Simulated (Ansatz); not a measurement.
Reaction 2 R1 + R2 → 2 P1 + P2, each structure at its B3LYP-D3(BJ)/def2-TZVP stationary point, reached from a drawn start (curvature not checked).
P1: H2O (SMILES O), charge 0, multiplicity 1.
R1, H2S (SMILES S) (charge 0, multiplicity 1):
```tsv
atom	x (Å)	y (Å)	z (Å)
S	0.0000	0.0000	0.6187
H	0.0000	0.9702	-0.3093
H	0.0000	-0.9702	-0.3093
```
R2, C3H8O2 (SMILES COCOC) (charge 0, multiplicity 1):
```xyz
13

C     -1.188    -0.417    -1.398
O     -0.352    -1.061    -0.448
C      0.892    -0.439    -0.282
O      0.817     0.832     0.301
C      0.383     0.813     1.652
H     -0.701    -0.372    -2.379
H     -2.096    -1.011    -1.475
H     -1.442     0.599    -1.085
H      1.476    -1.122     0.344
H      1.384    -0.286    -1.249
H      1.051     0.200     2.268
H     -0.634     0.423     1.742
H      0.410     1.841     2.008
```
P2: C3H8S2 (SMILES CSCSC), charge 0, multiplicity 1.

P less R. No zero-point or thermal terms. One arrangement of each flexible species, with no search for the lowest.

Cores are frozen in the correlated methods.

Run with Ansatz (Gaussian basis) for Hartree–Fock, density functionals and correlated methods. All values are computed, each at the level named.

Total energies in hartree:

```json
[
 {"structure": "P1", "PBE/def2-TZVPP": "-76.380147", "r2SCAN/def2-TZVPP": "-76.423173", "CCSD(T)/cc-pV(T+d)Z": "-76.332115"},
 {"structure": "R1", "PBE/def2-TZVPP": "-399.227845", "r2SCAN/def2-TZVPP": "-399.374160", "CCSD(T)/cc-pV(T+d)Z": "-398.938156"},
 {"structure": "R2", "PBE/def2-TZVPP": "-269.336205", "r2SCAN/def2-TZVPP": "-269.512219", "CCSD(T)/cc-pV(T+d)Z": "-269.137524"},
 {"structure": "P2", "PBE/def2-TZVPP": "-915.075258", "r2SCAN/def2-TZVPP": "-915.456357", "CCSD(T)/cc-pV(T+d)Z": "-914.387696"}
]
```

Problem. Work out the reaction energy at each level in kcal/mol (1 hartree = 627.50947 kcal/mol), and say how far PBE/def2-TZVPP lies from CCSD(T)/cc-pV(T+d)Z.

Solution. 
- PBE/def2-TZVPP: 2 × (-76.380147) + (-915.075258) − (-269.336205) − 2 × (-399.227845) = -0.043657 hartree = -27.40 kcal/mol
- r2SCAN/def2-TZVPP: 2 × (-76.423173) + (-915.456357) − (-269.512219) − 2 × (-399.374160) = -0.042164 hartree = -26.46 kcal/mol
- CCSD(T)/cc-pV(T+d)Z: 2 × (-76.332115) + (-914.387696) − (-269.137524) − 2 × (-398.938156) = -0.038090 hartree = -23.90 kcal/mol
PBE/def2-TZVPP less CCSD(T)/cc-pV(T+d)Z: -3.50 kcal/mol. CCSD(T)/cc-pV(T+d)Z is the level counted from, the highest shown, and no exact or measured value.

Ansatz is a program for electronic structure.
